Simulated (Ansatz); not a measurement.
Coupled-cluster diagnostics for SbCl3, Ansatz.

Geometry of the singlet (PBE0-D4/def2-SVP):

```tsv
atom	x (Å)	y (Å)	z (Å)
Sb1	-0.0544	-0.2430	0.8361
Cl2	-0.0672	-1.8903	-0.8571
Cl3	1.8365	0.9646	0.0964
Cl4	-1.7149	1.1687	-0.0753
```

In the def2 sets Sb takes a core potential; there is no spin–orbit coupling. Correlated methods freeze 19 core orbitals; core or outer-core shells of Sb are correlated, in sets that lack core-valence functions.

Problem. Estimate the CCSD(T) correlation energy, the shares of MP2 and (T), T1 and the reference's ⟨S²⟩ for: charge 0, singlet, own geometry in def2-TZVPP; and the rough time on 4 threads of Intel Xeon Platinum 8259CL on a shared host.

Solution. 
```
                          state       basis  correlation (eV)  MP2 share (%)  (T) share (%)     T1  ⟨S²⟩ (pure)  wall time
charge 0, singlet, own geometry  def2-TZVPP           -26.459           92.7            4.0  0.013  0.00 (0.00)       30 s
```
Customary marks for T1 are 0.02 (closed shells), 0.045 (open shells) and about 0.05 (3d metals). T1 stays under 0.02 throughout.
